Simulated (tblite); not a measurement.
Compound: C8H8S.
Atom-mapped SMILES: `[CH:1]#[C:2]/[CH:3]=[CH:4]\[C:5](=[S:6])/[CH:7]=[CH:8]\[CH3:9]` (hydrogens: H10 on C1; H11 on C3; H12 on C4; H13 on C7; H14 on C8; H15, H16, H17 on C9)

Computed with GFN2-xTB (tblite), gas phase: L-BFGS steps from a force-field or distance-geometry start until the largest atomic force falls under 0.01 eV/Å.

Geometry at step 7:
```
atom  x, y, z in Å
C1     -3.0560    1.3159    0.4484
C2     -2.7885    0.1918    0.1140
C3     -2.4255   -1.0993   -0.2721
C4     -1.1530   -1.5269   -0.4087
C5      0.1159   -0.8608   -0.2393
S6      1.3664   -1.9253   -0.5653
C7      0.3349    0.5078    0.1664
C8      1.5566    1.0670    0.2975
C9      2.8797    0.4436    0.0934
H10    -3.2941    2.2924    0.7401
H11    -3.2355   -1.7952   -0.4561
H12    -1.0078   -2.5574   -0.7142
H13    -0.5227    1.1493    0.3735
H14     1.6107    2.0993    0.6046
H15     2.9378    0.0041   -0.9001
H16     2.9723   -0.4291    0.7358
H17     3.7018    1.1349    0.2710
```

**Question.** Give the atomic forces at this geometry.

**Answer.** 
```
atom  Fx (eV/Å)  Fy (eV/Å)  Fz (eV/Å)
  C1     -0.088      0.026      0.008
  C2     -0.031      0.135      0.026
  C3      0.234      0.003      0.052
  C4     -0.176      0.096     -0.032
  C5      0.038     -0.132      0.035
  S6      0.089      0.085      0.018
  C7      0.077     -0.203     -0.123
  C8      0.064      0.118      0.069
  C9     -0.046     -0.163     -0.005
 H10     -0.072      0.094      0.030
 H11      0.007      0.073      0.006
 H12     -0.162      0.019      0.018
 H13      0.133     -0.473     -0.141
 H14     -0.197      0.183      0.046
 H15      0.138      0.195     -0.245
 H16      0.135     -0.022      0.291
 H17     -0.144     -0.035     -0.052
```

The largest, 0.51 eV/Å, acts on H13; the rms over all components is 0.133 eV/Å. The forces sum to zero within rounding, as they must for an isolated molecule in no field.

**Question.** Give the force on H13 in Eh/bohr and in nN.

**Answer.** 0.511 eV/Å ÷ 51.422 = 0.00994 Eh/bohr, and 0.511 eV/Å × 1.602 = 0.82 nN.

**Question.** How far is this geometry from the end of the optimisation?

**Answer.** 0.157 eV above it, and 0.140 Å rms away after alignment. The bonds farthest from their final lengths, with half the difference of the two atoms' forces along the bond (positive lengthens):

```
  bond  now (Å)  final (Å)  force along bond (eV/Å)
 C5=S6    1.674      1.662                    -0.05
C7–H13    1.091      1.081                    -0.10
 C5–C7    1.444      1.435                    -0.05
 C2–C3    1.396      1.402                    +0.09
 C7=C8    1.350      1.345                    +0.07
C8–H14    1.078      1.083                    +0.02
```

The angle farthest from its final value is C4–C5–C7, 127.1° against 121.0°.

Of the 2 listed bonds off by 0.010 Å or more, this force points towards the final length in 2.

The cost below is that of the whole relaxation. Hardware: one thread, Intel Xeon at 2.50 GHz (x86_64), on a shared host. Cost: 0.76 s of wall time.
